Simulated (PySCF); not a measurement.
An unknown gives this computed stick spectrum. Computed, not measured: TDDFT CAM-B3LYP/def2-SVPD, vertical, gas phase, core orbitals frozen in the response, def2 core potentials past Kr in PySCF. Geometries: PBE0-D3(BJ)/def2-SVP, one conformer each. Atoms past krypton carry core potentials; spin–orbit coupling is left out.

| state | ν̃ (cm⁻¹) | f | main configurations (H = HOMO, L = LUMO) |
| --- | --- | --- | --- |
| S1 | 38460 | 0.0001 | H→L (96%) |
| S2 | 47170 | 0.312 | H→L+1 (94%) |
| S3 | 52400 | 0.024 | H-1→L (76%), H→L+2 (19%) |
| S4 | 52630 | 0.0060 | H→L+2 (73%), H-1→L (18%) |
| S5 | 56420 | 0.029 | H-1→L+1 (69%), H→L+4 (19%) |
| S6 | 58650 | 0.0007 | H-2→L (80%), H-3→L (12%) |
| S7 | 60300 | 0.0019 | H-3→L (42%), H→L+4 (29%) |
| S8 | 61570 | 0.239 | H→L+4 (38%), H→L+3 (24%), H-3→L (12%) |
| S9 | 61910 | 0.202 | H→L+3 (50%), H-3→L (16%), H-1→L+1 (10%) |
| S10 | 63070 | 0.012 | H-2→L+1 (58%), H-2→L+2 (17%) |

Question: Which candidate is it?
A. GeMeF3 (`[CH3][Ge]([F])([F])[F]`)
B. InEt2F (`C[CH2][In]([F])[CH2]C`)
C. trifluoromethylgermane (`F[C](F)(F)[GeH3]`)
D. Ge(CF3)H3 (`[H][Ge]([H])([H])[C](F)(F)F`)

Answer: B. Its S1, at 4.77 eV, is the lowest among the candidates; the nearest of the others has S1 at 8.72 eV. S1 is HOMO→LUMO (96%). Löwdin shares by element: HOMO carbon 56% or more, indium 16% (atoms not listed hold the other 29%); LUMO indium 64%, carbon 17% or more, fluorine 7%. At the same level the other candidates give, for their lowest levels:
- `F[C](F)(F)[GeH3]`: 8.72 eV (f 0.005); 8.98 eV (f 0.002 summed over 2 states); 9.28 eV (f 0.329); 9.29 eV (f 0.043 summed over 2 states); 9.34 eV (f 0.346 summed over 2 states); T1 7.87 eV; HOMO -10.94, LUMO 0.71 eV
- `[CH3][Ge]([F])([F])[F]`: 9.07 eV (f 0.325); 9.66 eV (f 0.000); 9.82 eV (f 0.007 summed over 2 states); 10.34 eV (f 0.101 summed over 2 states); 10.53 eV (f 0.021); T1 8.06 eV; HOMO -12.16, LUMO 0.13 eV
- `[H][Ge]([H])([H])[C](F)(F)F`: 8.72 eV (f 0.005); 8.97 eV (f 0.001); 8.98 eV (f 0.001); 9.27 eV (f 0.292); 9.28 eV (f 0.064); T1 7.86 eV; HOMO -10.94, LUMO 0.71 eV
Triplets come from the Tamm–Dancoff approximation.

Without π bonds the low states are Rydberg-like; a valence basis with one diffuse set may place them up to an eV too high.
